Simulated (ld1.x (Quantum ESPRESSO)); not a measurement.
# krypton: one change to a TM potential, before and after

Kr (Z = 36), norm-conserving Troullier–Martins (Kleinman–Bylander form), made with ld1.x (Quantum ESPRESSO) 7.5 (LDA (PZ), scalar-relativistic). Core [Ar] 3d10, reference 4s2 4p4 (charge +2). Waves: 4s (bound): rc 0.95 bohr; 4p (bound): rc 1.30 bohr; 4d channel at 0.1 Ry: rc 1.40 bohr. Local part: the d channel. Core correction: none.

Change: all radii scaled by about 1.04 (s 0.98, p 1.36, d 1.46 bohr).

Cutoffs: the cutoffs (Ry, on a coarse ladder) from which the occupation-weighted sum of valence levels, in a spherical-Bessel basis at the reference potential, stays within 10 and 1 mRy of its value at 400 Ry; they do not see the model core or the augmentation charge, which bear on the density cutoff. Errors are all-electron minus pseudo energies relative to the spin-unpolarised reference configuration.

Task: How do hardness, ghosts and transferability respond?

Result: Of the 8 tests that both files solve, the error grows in 0 and shrinks in 5 by more than 15 % and 0.3 meV (median size 28.4 → 20.9 meV); neither file shows a bound ghost. That the errors move this way runs against the usual rule that smaller radii transfer better.

| quantity | base | changed |
| --- | --- | --- |
| cutoff, loose | 230 Ry | 140 Ry |
| cutoff, tight | over 300 Ry | over 300 Ry |
| loose cutoff by channel (10 mRy a level) | s 200 Ry, p 25 Ry | s 90 Ry, p 25 Ry |
| bound ghosts | none | none |
| error for 4s2 4p6, meV [ΔE -39.77 eV] | +20 | +16 |
| error for 4s2 4p5, meV [ΔE -25.34 eV] | +10 | +9.0 |
| error for 4s2 4p3, meV [ΔE 37.27 eV] | +6.4 | +4.4 |
| error for 4s1 4p6, meV [ΔE -10.80 eV] | +37 | +26 |
| error for 4s2 4p5.5, meV [ΔE -33.84 eV] | +16 | +13 |
| error for 4s2 4p2, meV [ΔE 87.35 eV] | +64 | +54 |
| error for 4s2 4p4 (spin-polarised), meV [ΔE -0.81 eV] | +144 | +144 |
| error for 4s2 4p5 (spin-polarised), meV [ΔE -25.51 eV] | +38 | +37 |
